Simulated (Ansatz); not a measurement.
Gas-phase electronic energies from Ansatz, PBE0-D4/def2-TZVP geometries. CCSD(T)/CBS adds triple-zeta CCSD(T) − MP2 to the extrapolated MP2 energy (def2 sets, frozen cores). This one scheme is used for every species. Functionals use def2-TZVPP. B3LYP here is the variant with VWN-RPA as its local correlation; programs differ in this. Each species was taken in one conformer, which may not be the lowest.

`O[SiH](F)[SiH2]F` + `O[SiH](O)O` → `O[SiH](O)O[SiH](O)F` + `F[SiH3]`  (cleavage of the Si–Si bond)

```
             level  ΔE (kJ/mol)  difference from CCSD(T)/CBS
            PBE-D4       -135.1                         30.8
         r2SCAN-D4       -159.9                          6.0
          B3LYP-D4       -161.9                          4.0
           ωB97X-V       -159.8                          6.1
           ωB97M-V       -167.1                         -1.2
            B2PLYP       -166.3                         -0.4
               PBE       -132.6                         33.3
            r2SCAN       -158.9                          7.0
              PBE0       -145.3                         20.6
    MP2/def2-TZVPP       -174.1                         -8.2
SCS-MP2/def2-TZVPP       -175.4                         -9.5
   CCSD/def2-TZVPP       -170.8                         -4.9
     HF/def2-QZVPP       -190.7                        -24.8
SCS-MP2/def2-QZVPP       -174.9                         -9.0
      HF/CBS(def2)       -191.0                        -25.1
    CCSD/CBS(def2)       -168.6                         -2.7
       CCSD(T)/CBS       -165.9                            0
```

Largest T1 diagnostic among the species: 0.012.

In def2-TZVPP, CCSD(T) changes the Hartree–Fock value by +20.2 kJ/mol (the triples alone add +2.7 kJ/mol) and MP2 by +14.1 kJ/mol. The D4 term adds −3.6 kJ/mol with B3LYP and −2.2 kJ/mol with PBE0; it sums over pairs of atoms, weighted by their polarisabilities, and B3LYP, whose exchange is more repulsive, gets the larger term. From PBE to PBE0 (25 % exact exchange), in def2-TZVPP and without D4, ΔE moves by −12.7 kJ/mol.
